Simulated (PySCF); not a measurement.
Structure problem from calculated spectra and properties.

Formula: C6H5ClFO; charge +1.

| Property | Result |
| --- | --- |
| Rotational structure | rotational constants A, B, C: 2.217, 1.152, 0.761 GHz [GFN2-xTB] |
| 1H NMR | chemical shifts (computed TMS as zero) by class: 9.30 (1 H), 7.96 (1 H), 2.99 (3 H) ppm [GIAO PBE0/pcSseg-1] |
| 13C NMR | chemical shifts (computed TMS as zero) by class: 178.4 (1 C), 176.9 (1 C), 172.0 (1 C), 146.7 (1 C), 114.9 (1 C), 20.4 (1 C) ppm [GIAO PBE0/pcSseg-1] |
| Polarisability | 83.7 au [PBE0/def2-SVPD] |
| UV, first state | lowest singlet excitation: 4.38 eV (283 nm, f = 0.211) [TDDFT PBE0/def2-SVPD] |
| Triplet | lowest triplet excitation (Tamm–Dancoff): 2.85 eV [TDA PBE0/def2-SVPD] |
| UV, strongest line | among the 6 lowest singlet transitions: S6 at 6.76 eV (184 nm, f = 0.255) [TDDFT PBE0/def2-SVPD] |
| NMR, other nuclei | isotropic shieldings of nuclei other than C and H, by class: -5 (1 O), 200 (1 F), 548 (1 Cl) ppm [GIAO PBE0/pcSseg-1] |

The electronic properties come from PySCF, for the isolated species, density fitting. Levels stand in brackets. NMR shifts are as computed; neighbouring signals can stand in another order in a measured spectrum. Isolated species at its GFN2-xTB geometry, gas phase. Each NMR value is the plain mean over a class of atoms that symmetry, rotation or inversion makes alike.

Question: Give a SMILES that accounts for the data.

Answer: Numbering: `[CH3:1][c:2]1[cH:3][cH:4][c:5]([F:6])[o+:7][c:8]1[Cl:9]`. 6 carbons fall into 6 classes; from least to most shielded: aromatic C–Cl carbon [C8] (178.4 ppm), aromatic C–F carbon [C5] (176.9 ppm), aromatic CH carbon [C3] (172.0 ppm), substituted aromatic carbon [C2] (146.7 ppm), aromatic CH carbon [C4] (114.9 ppm), benzylic-type carbon [C1] (20.4 ppm). Hydrogen classes from least to most shielded: 1 H on an aromatic CH carbon, C3 (9.30 ppm), 1 H on an aromatic CH carbon, C4 (7.96 ppm), 3 H on a benzylic-type carbon, C1 (2.99 ppm). The other shieldings belong to: -5 ppm, ring oxygen [O7]; 200 ppm, aryl fluorine [F6]; 548 ppm, aryl chlorine [Cl9]. S1 is mainly HOMO→LUMO (weight 0.97); the largest Löwdin shares of the orbital it empties are 0.21 on the aryl chlorine, 0.17 on the substituted aromatic carbon, 0.15 on the aromatic C–Cl carbon and 0.12 on the aromatic C–F carbon, of the orbital it fills 0.25 on an aromatic CH carbon, 0.19 on the aromatic C–Cl carbon, 0.15 on the ring oxygen and 0.12 on the aromatic C–F carbon. The optimised geometry has point group Cs and is an asymmetric top. Structure: `CC1=C(Cl)[O+]=C(F)C=C1`. The assignments are read from this structure; whether some other isomer fits the data as well wasn't checked.
